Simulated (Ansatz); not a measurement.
`[CH3][Al]([F])[NH][SiH3]` and `C[BH][Al]([CH3])[F]` differ in one atom or group.

Ansatz, PBE0-D4/def2-TZVP geometries, multiplicity 1. Each molecule was computed in one conformer, which needn't be the lowest.

```
                                        property  `[CH3][Al]([F])[NH][SiH3]`
               HOMO energy (PBE/def2-TZVPP) / eV                       -6.44
           HOMO–LUMO gap (B3LYP/def2-TZVPP) / eV                        6.95
size of the dipole moment (B3LYP/def2-TZVPP) / D                        0.86
              HOMO energy (PBE0/def2-TZVPP) / eV                       -7.77
            HOMO–LUMO gap (PBE0/def2-TZVPP) / eV                        7.45
           LUMO energy (ωB97M-V/def2-TZVPP) / eV                        1.17
```

Q: What does the change do to each property? (An estimate is asked.)

A: Ansatz gave: 
| property | `C[BH][Al]([CH3])[F]` | shift |
| --- | --- | --- |
| HOMO energy (PBE/def2-TZVPP) / eV | -5.84 | 0.60 |
| HOMO–LUMO gap (B3LYP/def2-TZVPP) / eV | 4.85 | -2.10 |
| size of the dipole moment (B3LYP/def2-TZVPP) / D | 2.21 | 1.35 |
| HOMO energy (PBE0/def2-TZVPP) / eV | -7.03 | 0.74 |
| HOMO–LUMO gap (PBE0/def2-TZVPP) / eV | 5.21 | -2.24 |
| LUMO energy (ωB97M-V/def2-TZVPP) / eV | 0.12 | -1.05 |

With PBE0 the HOMO rises by 0.74 eV and the LUMO falls by 1.50 eV, so the gap narrows by about 2.24 eV. PBE moves the HOMO by 0.60 eV and ωB97M-V by 0.92 eV. Dipoles are sizes alone; their direction can turn.

B3LYP here is the variant with VWN-RPA as its local correlation; programs differ in this.
